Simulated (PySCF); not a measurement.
C₁₀H₁₀, SMILES C=Cc1ccccc1C=C (GFN2-xTB optimised geometry):

```
20

C     -2.285    -1.546     0.455
C     -1.109    -1.323    -0.116
C     -0.345    -0.082     0.000
C     -1.016     1.139     0.036
C     -0.330     2.337     0.068
C      1.055     2.337     0.042
C      1.736     1.137     0.000
C      1.060    -0.082     0.000
C      1.860    -1.305     0.030
C      1.553    -2.415     0.688
H     -2.753    -0.823     1.103
H     -2.818    -2.471     0.312
H     -0.655    -2.092    -0.729
H     -2.096     1.141     0.013
H     -0.873     3.271     0.097
H      1.600     3.270     0.051
H      2.818     1.134    -0.014
H      2.806    -1.243    -0.495
H      0.652    -2.503     1.272
H      2.207    -3.271     0.686
```

Level of theory: PBE0/def2-SVP run with PySCF.

Q: What are the frontier orbital energies and the dipole moment?

A: HOMO-2 -8.34 eV, HOMO-1 -6.98 eV, HOMO -6.44 eV, LUMO -0.93 eV, LUMO+1 -0.50 eV; dipole moment 0.22 D.

Meta-Löwdin charges at PBE0/def2-SVP: C1 -0.24, C2 -0.10, C3 0.00, C4 -0.11, C5 -0.11, C6 -0.11, C7 -0.11, C8 0.00, C9 -0.10, C10 -0.23, H11 0.10, H12 0.11, H13 0.11, H14 0.11, H15 0.11, H16 0.11, H17 0.11, H18 0.10, H19 0.12, H20 0.11.
